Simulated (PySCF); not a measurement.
**How methods differ on the ionisation energy of Ce⁴¹⁺**

Ce⁴¹⁺ [Ne] 3s2 3p5 (2P) → Ce⁴²⁺ [Ne] 3s2 3p4 (3P), as a difference of total energies. All numbers are calculated (PySCF 2.14, scalar relativity by spin-free X2C-1e, in an even-tempered Gaussian basis (18 s from 7.7 bohr⁻², ratio 2.5; 12 p from 10 bohr⁻², ratio 2.5; 4 d from 44 bohr⁻², ratio 2.7; 4 f from 66 bohr⁻², ratio 2.7)). Correlated levels: outer shells: 1s2 frozen; virtual orbitals above 40 to 60 times the deepest correlated orbital energy dropped. The calculations carry no spin-orbit coupling.

```csv
method,ionisation energy (eV)
UHF,3209.9
MP2 (outer shells),3211.0
SCS-MP2 (outer shells),3210.9
CCSD (outer shells),3210.9
CCSD(T) (outer shells),3210.9
```

Spin-orbit coupling is strong in these open shells (close to jj coupling). The scalar numbers leave it out and a first-order estimate fails, so it can dominate the gap to the real levels.

Breit and QED terms and the two-electron picture change are absent.

For comparison: 3176 ± 4 eV (theoretical estimate listed by NIST; NIST Atomic Spectra Database, ionization energies).
